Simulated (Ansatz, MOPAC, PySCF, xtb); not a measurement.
Spectroscopic constants of CuH, closed-shell singlet (the spin of the measured ground state). No spin–orbit coupling. Cu is treated without relativity.

Seven points along R, fitted to fifth degree in 1/R; most abundant isotopes. In def2 and cc sets the state is the lowest found near the PBE0 minimum, followed along R. The singlet is held restricted. HF and MP2 rows in def2 and cc sets belong to the determinant that coupled cluster picked by its CCSD energy.

Run with Ansatz (Gaussian orbitals); MOPAC for PM6 (differences of heats of formation); PySCF for LANL2DZ rows; xtb for the GFN methods. 

| level | r_e (Å) | ω_e (cm⁻¹) | B_e (cm⁻¹) | ω_e x_e (cm⁻¹) | D_e (eV) | dipole (D) |
|---|---|---|---|---|---|---|
| PM6 | 1.481 | 2441 | 7.75 | 27 | - | - |
| GFN1-xTB | 1.463 | 2026 | 7.94 | 28 | - | - |
| GFN2-xTB | 1.424 | 1714 | 8.38 | 29 | - | - |
| HF/def2-TZVPP | 1.566 | 1654 | 6.93 | 25 | - | - |
| SVWN5/def2-TZVPP | 1.450 | 1974 | 8.08 | 35 | 3.26 | 2.04 |
| PBE/def2-TZVPP | 1.470 | 1907 | 7.86 | 35 | 2.78 | 2.22 |
| BP86/LANL2DZ | 1.490 | 1855 | 7.66 | 31 | - | 2.55 |
| r2SCAN/def2-TZVPP | 1.458 | 1967 | 8.00 | 35 | 2.81 | 2.51 |
| B97M-V/def2-TZVPP | 1.482 | 1855 | 7.74 | 34 | 2.83 | 2.50 |
| B3LYP/LANL2DZ | 1.498 | 1834 | 7.57 | 30 | - | 2.81 |
| B3LYP/def2-TZVPP | 1.478 | 1873 | 7.78 | 33 | 2.70 | 2.55 |
| PBE0/def2-TZVPP | 1.481 | 1874 | 7.75 | 33 | 2.57 | 2.76 |
| BHLYP/def2-TZVPP | 1.497 | 1821 | 7.58 | 30 | 2.47 | 3.16 |
| CAM-B3LYP/def2-TZVPP | 1.475 | 1905 | 7.81 | 31 | 2.71 | 2.80 |
| wB97X-V/def2-TZVPP | 1.484 | 1892 | 7.71 | 30 | 2.72 | 3.09 |
| wB97M-V/def2-TZVPP | 1.481 | 1892 | 7.75 | 32 | 2.81 | 2.96 |
| B2PLYP/def2-TZVPP | 1.466 | 1937 | 7.91 | 35 | - | - |
| MP2/def2-TZVPP | 1.433 | 2047 | 8.27 | 38 | - | - |
| MP2/def2-QZVPP | 1.429 | 2174 | 8.32 | 49 | - | - |
| MP2/CBS(def2-TZVPP, def2-QZVPP) | 1.426 | 2267 | 8.36 | 57 | - | - |
| SCS-MP2/def2-TZVPP | 1.452 | 1962 | 8.06 | 36 | - | - |
| SCS-MP2/def2-QZVPP | 1.447 | 2089 | 8.12 | 48 | - | - |
| CCSD/def2-TZVPP | 1.480 | 1830 | 7.76 | 36 | 2.60 | - |
| CCSD/def2-QZVPP | 1.475 | 1942 | 7.81 | 48 | 2.69 | - |
| CCSD(T)/def2-TZVPP | 1.467 | 1870 | 7.90 | 40 | 2.69 | - |
| CCSD(T)/def2-QZVPP | 1.465 | 1980 | 7.92 | 50 | 2.78 | - |
| CCSD(T)/CBS(def2-TZVPP, def2-QZVPP) | 1.462 | 2063 | 7.95 | 55 | - | - |

D_e counts from each atom's lowest state at the same level, without counterpoise or zero-point energy.

Correlated levels freeze the inner cores; with def2 sets outer-core shells near the valence are correlated too. CBS: X⁻³ extrapolation of the correlation energy, Hartree–Fock from the larger set. Rows in LANL2DZ carry no dispersion term and start afresh at each structure. LANL2DZ brings its own core potentials from Na on. The state that PM6 reach isn't checked.

Measured for the ground state: r_e 1.4626 Å, ω_e 1941.3 cm-1, ω_e x_e 37.51 cm-1, B_e 7.9441 cm-1, α_e 0.2563 cm-1 [Huber and Herzberg (1979), NIST Chemistry WebBook]. D_0 2.602 ± 0.062 eV (a handbook's tabulated 298 K bond energy less 3RT/2; such tables hold older values) [Luo, bond dissociation energies, CRC Handbook].

Ansatz is a quantum-chemistry and plane-wave program.
